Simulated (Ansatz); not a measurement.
Cartesian coordinates in Å:
```
C 2.031 0.396 -0.551
C 0.790 -0.478 -0.681
N -0.044 -0.512 0.499
C 0.526 -1.234 1.608
Ga -1.681 0.296 0.574
C -2.304 1.231 -1.037
H 2.608 0.384 -1.479
H 1.750 1.430 -0.334
H 2.687 0.050 0.250
H 0.192 -0.117 -1.523
H 1.101 -1.503 -0.941
H 1.446 -0.772 1.992
H 0.776 -2.268 1.326
H -0.184 -1.278 2.436
H -2.425 0.138 1.944
H -1.574 1.977 -1.359
H -2.437 0.524 -1.861
H -3.257 1.733 -0.864
```

Total charge 0; spin multiplicity 1.

Q: List the PBE0/def2-TZVPP orbital energies in eV (Ansatz 0.2.0). (Estimate.)

A: Ansatz gave: Occupied: -10146.35, -1252.23, -1108.42, -1108.30, -1108.29, -390.88, -278.67, -278.43, -277.70, -277.62, -150.53, -103.54, -103.27, -103.24, -24.98, -22.65, -22.52, -22.50, -22.45, -22.43, -20.73, -18.99, -18.46, -16.17, -13.65, -12.86, -11.97, -11.65, -11.14, -11.04, -10.84, -10.56, -10.17, -9.54, -8.46, -7.97, -6.14. Lowest empty: -0.43, 0.81, 1.35, 1.92, 2.28, 2.41, 2.71, 3.02.
